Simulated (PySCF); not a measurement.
# Peak assignment

Atoms are numbered as in `[CH3:1][O:2][C@:3]12[CH:4]=[CH:5][C@H:6]([CH:7]=[CH:8]1)[O:9]2` (H(Xn): hydrogen on atom n).

PySCF 2.14 calculation with coordinates at the GFN2-xTB level and NMR shieldings at PBE0/pcSseg-1/GIAO; no solvent, one averaged value for each set of equivalent atoms, single conformer, no relativistic terms.

Shifts are taken against calculated references (same method and geometry level): TMS for ¹³C, ¹H.

(1) Assign these signals to the numbered atoms. ¹³C{¹H} NMR (computed): δ 158.7, 156.1, 122.1, 82.3, 55.4.

(2) Assign these signals to the numbered atoms. ¹H NMR (600 MHz, computed): δ 7.39 (m, 2H), 7.31 (m, 2H), 5.09 (m, 1H), 3.73 (s, 3H).

Results:

(1) 
```tsv
δ (ppm)	atoms	environment	reason
158.7	C5/C7	alkene CH	as expected for a trigonal carbon in a double bond
156.1	C4/C8	alkene CH	–
122.1	C3	sp3 carbon bearing two oxygens	2 electronegative neighbours deshield it
82.3	C6	allylic sp3 CH bonded to O	the inductive effect lowers its shielding
55.4	C1	methyl carbon bonded to O	pulled downfield by the heteroatom
```

(2) 
```tsv
δ (ppm)	atoms	environment	reason
7.39	H(C5)/H(C7)	hydrogen on an alkene CH	a vinylic proton, deshielded by the sp2 carbon and the C=C anisotropy
7.31	H(C4)/H(C8)	hydrogen on an alkene CH	–
5.09	H(C6)	hydrogen on an allylic sp3 CH bonded to O	its carbon carries O, an electronegative neighbour
3.73	H(C1)	hydrogen on a methyl carbon bonded to O	its carbon carries O, hence the downfield position
```

H(C5)/H(C7) and H(C4)/H(C8) lie closer than the usual error of such a calculation, so a measured spectrum could show them in the other order.

Shifts are as computed. Against solution values, carbons near 30 ppm lie about +3 ppm off and those near 130 ppm about +5 ppm. Of 1211 compounds with measured shifts, 218 miss one by over three times the rms of a fit or turn the order of signals round; such compounds aren't used in these exercises. Multiplicities follow the n + 1 count of equivalent neighbours, as no J values were calculated; m marks all less simple cases, F and P coupling included.
